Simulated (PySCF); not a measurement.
Ligand exchange on a metal centre used in film growth or etching (Zn CH3-H). Gas-phase values, no solvent. One relaxed conformer stands for each flexible species; it need not be the lowest.

The HOMO from two functionals at the same geometries (BP86-D3(BJ)/def2-SVP), both in PySCF: PBE-D3(BJ)/def2-TZVP and TPSSh-D3(BJ)/def2-TZVP. 

| species | PBE-D3(BJ)/def2-TZVP (eV) |
|---|---|
| 0 of 2 CH3 replaced by H | -6.03 |
| 1 of 2 CH3 replaced by H ([Zn(CH3)(H)]) | -6.39 |
| 2 of 2 CH3 replaced by H ([Zn(H)2]) | -6.85 |

Problem. What does TPSSh-D3(BJ)/def2-TZVP give for each?

Solution. 
- 0 of 2 CH3 replaced by H: -6.51
- 1 of 2 CH3 replaced by H ([Zn(CH3)(H)]): -6.93
- 2 of 2 CH3 replaced by H ([Zn(H)2]): -7.49
Over these rows, drawn at random from the members with no instability flagged (it was tested for open shells, ions and some series alone), PBE minus TPSSh-D3(BJ): mean +0.55 eV, from +0.48 eV to +0.64 eV.
